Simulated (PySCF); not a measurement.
2-methylpenta-1,4-diene (C6H10), SMILES C=CCC(=C)C.

Coordinates come from a PBE0-D3(BJ)/def2-SVP optimisation. The values are those of a single conformer.

Method: PySCF with TDDFT-PBE/def2-SVPD.

Vertical excitations. 

| state | energy (eV) | λ (nm) | f | main pairs |
|---|---|---|---|---|
| S1 | 5.23 | 237 | 0.009 | HOMO→LUMO 77 %, HOMO→LUMO+1 22 % |
| S2 | 5.72 | 217 | 0.019 | HOMO−1→LUMO+1 49 %, HOMO−1→LUMO 49 % |
| S3 | 6.19 | 200 | 0.005 | HOMO→LUMO+2 99 % |
| S4 | 6.50 | 191 | 0.010 | HOMO−1→LUMO+2 94 % |
| S5 | 6.71 | 185 | 0.090 | HOMO→LUMO+3 61 %, HOMO→LUMO+1 22 % |
| S6 | 6.82 | 182 | 0.104 | HOMO→LUMO+3 34 %, HOMO→LUMO+4 30 %, HOMO→LUMO+1 18 %, HOMO→LUMO 6 % |
| S7 | 6.99 | 177 | 0.126 | HOMO→LUMO+4 61 %, HOMO→LUMO+1 10 % |
| S8 | 7.09 | 175 | 0.017 | HOMO−1→LUMO+3 93 % |
| S9 | 7.12 | 174 | 0.190 | HOMO−1→LUMO 23 %, HOMO−1→LUMO+1 20 %, HOMO−3→LUMO 12 %, HOMO−2→LUMO 11 % |
| S10 | 7.27 | 171 | 0.033 | HOMO−1→LUMO+4 99 % |
| T1 | 4.33 | 286 | 0 | HOMO→LUMO 62 %, HOMO→LUMO+1 35 % |
| T2 | 4.44 | 280 | 0 | HOMO−1→LUMO 79 %, HOMO−1→LUMO+1 16 % |
| T3 | 5.25 | 236 | 0 | HOMO→LUMO+1 60 %, HOMO→LUMO 37 % |
| T4 | 5.72 | 217 | 0 | HOMO−1→LUMO+1 82 %, HOMO−1→LUMO 16 % |
Triplets are in the Tamm–Dancoff approximation, which puts them higher than full response would, so one can lie above its singlet here.
